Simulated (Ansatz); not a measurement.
C3H8BN can be A, `CCN1BC1`, or B, `C/C=C\BN`.

Calculated with Ansatz (gas phase, PBE0-D4/def2-TZVP geometries, no zero-point term in ΔE). CCSD(T)/CBS is the MP2 limit (def2-TZVPP, def2-QZVPP) plus CCSD(T) − MP2 in def2-TZVPP, frozen cores. Functionals use def2-TZVPP. Each species was taken in one conformer, which may not be the lowest.

A:

Z-matrix (Å, degrees):
```
C
C 1 1.514
H 1 1.092 2 110.8
H 1 1.092 2 110.5 3 120.0
H 1 1.092 2 110.8 3 -119.9
N 2 1.426 1 111.4 3 60.0
H 2 1.097 1 110.5 3 -61.3
H 2 1.098 1 110.5 3 -178.8
C 6 1.463 2 134.8 1 180.0
B 6 1.341 2 157.6 1 0.0
H 9 1.092 6 116.4 2 -68.9
H 9 1.092 6 116.4 2 68.9
H 10 1.184 6 145.0 2 -0.0
```

B:

```xyz
13

C     0.9581   -1.7542    0.4336
C     1.3089   -0.3209    0.2386
C     0.4720    0.6832   -0.0516
B    -1.0598    0.5831   -0.2523
N    -1.7986    1.7298   -0.5443
H    -0.1074   -1.9406    0.3108
H     1.2585   -2.0876    1.4327
H     1.5073   -2.3815   -0.2765
H     2.3703   -0.0961    0.3513
H     0.9365    1.6664   -0.1525
H    -1.6673   -0.4477   -0.1707
H    -1.3851    2.6431   -0.6350
H    -2.7934    1.7230   -0.6839
```

(1) Which is lower in electronic energy at CCSD(T)/CBS, and by how much? (An estimate is asked.)

(2) Give E(B) − E(A) in kcal/mol with HF/def2-TZVPP, B2PLYP, PBE0-D4, r2SCAN-D4, PBE-D4, ωB97M-V, MP2/def2-TZVPP. (Estimate.)

Largest T1 diagnostic: 0.012.

## Answers

(1) The calculation gave: B, by 40.4 kcal/mol.

(2) The calculation gave: HF/def2-TZVPP -44.2, B2PLYP -40.7, PBE0-D4 -36.9, r2SCAN-D4 -39.1, PBE-D4 -37.0, ωB97M-V -38.8, MP2/def2-TZVPP -38.7. None reverses the order clearly.

In def2-TZVPP, CCSD(T) changes the Hartree–Fock value by +3.9 kcal/mol (the triples alone add +0.1 kcal/mol) and MP2 by +5.5 kcal/mol.
